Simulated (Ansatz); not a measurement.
Program: Ansatz. Geometries: PBE0-D4/def2-TZVP. ΔE: electronic, gas phase. CCSD(T)/CBS adds triple-zeta CCSD(T) − MP2 to the extrapolated MP2 energy (def2 sets, frozen cores). This one scheme is used for every species. For Se outer-core shells are correlated without core-valence functions, which leaves a few kJ/mol of doubt a bond. Scalar relativity is left out up to krypton. Each species was taken in one conformer, which may not be the lowest.

`FB(F)Cl` + `C[SeH]` → `C[Se]B(F)Cl` + H–F  (ligand exchange at a B–F bond)

`FB(F)Cl`:

```xyz
4

F     0.945    0.892   -0.418
B     0.063    0.051    0.063
F     0.002   -0.134    1.359
Cl   -1.010   -0.809   -1.003
```

`C[SeH]`:

```xyz
6

C    -0.154   -0.522   -0.046
Se    0.633    1.149   -0.668
H     0.395   -0.908    0.810
H    -0.067   -1.222   -0.875
H    -1.205   -0.382    0.198
H     0.398    1.885    0.581
```

`C[Se]B(F)Cl`:

Cartesian coordinates in Å:
```
C 1.067 -0.696 0.383
Se 0.280 -0.103 -1.297
B -1.268 0.838 -0.642
F -2.073 1.398 -1.525
Cl -1.666 0.994 1.058
H 1.965 -1.251 0.119
H 1.326 0.164 0.994
H 0.370 -1.343 0.910
```

H–F:

Cartesian coordinates in Å:
```
F 0.418 0.191 0.014
H -0.418 -0.191 -0.014
```

| species | HF/def2-QZVPP energy (Eh) |
| --- | --- |
| `FB(F)Cl` | -683.36899 |
| `C[SeH]` | -2440.10053 |
| `C[Se]B(F)Cl` | -3023.35730 |
| H–F | -100.07004 |

Work out ΔE.

ΔE = (-3023.35730) + (-100.07004) − (-683.36899) − (-2440.10053) = 0.04218 Eh = +1.15 eV. CCSD(T)/CBS gives +0.69 eV.

Largest T1 diagnostic among the species: 0.012.

Leaving LDA and LC-ωPBE aside and taking each functional with its dispersion term where it has one, the values, not all of them listed here, spread over 0.27 eV, from revPBE-D4 to CAM-B3LYP-D4. From PBE to PBE0 (25 % exact exchange), in def2-TZVPP and without D4, ΔE moves by +0.04 eV.
